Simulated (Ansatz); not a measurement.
A search over several starts for the lowest SCF solution of MgTe2 at the given spin, in a small basis.

```yaml
crystal:
  periodic: [false, false, false]
  atoms:
    - {symbol: Mg, position_ang: [1.186589, -0.409783, 0.653903]}
    - {symbol: Te, position_ang: [-0.513204, -0.982236, -1.216382]}
    - {symbol: Te, position_ang: [-0.673384, 1.392010, 0.562479]}
basis:
  gaussian: {orbitals: def2-SVP}
magnetization: {spin_polarized: true, initial_magnetization: 0}
hamiltonian: {xc: pbe0, dispersion: d4}
output: {orbitals: {seedname: orbitals}}
```

```sh
$ ansatz run in.yaml --threads 4 --pin off --events-out ev --progress --plain --max-ram 3916MiB
```

Output, abridged:

```
Functional definition: PBE0
810 factors; integrals over basis functions are off by at most 1.6e-4 eV
mean field evaluation 1: about -20026.5583 eV, gradient 1.0e1 eV
mean field evaluation 2: about -20013.0171 eV, gradient 3.1e1 eV
mean field evaluation 4: about -20027.7835 eV, gradient 1.2e0 eV
mean field evaluation 8: about -20027.8948 eV, gradient 3.3e-2 eV
mean field evaluation 16: about -20027.8948 eV, gradient 5.4e-5 eV
mean field evaluation 32: about -20027.3190 eV, gradient 8.3e-1 eV
mean field -20027.89479952 eV, -736.0115584878 hartree, gradient 1.8e-5 eV, S^2 0.000000; 6 other end points of the search recorded, 0 dependent functions left out
reference -20027.89482354 eV, -736.0115593702 hartree; 30, 30 occupied and 40, 40 virtual orbitals, 810 factors
Total energy: -20027.99530204 eV, -736.0152518872 hartree
```

It took 3.3 s on 4 threads of Arm Neoverse V2 on a shared host.

In the def2 sets Te takes a core potential; there is no spin–orbit coupling. The structure comes from a short search, and lower isomers may exist.
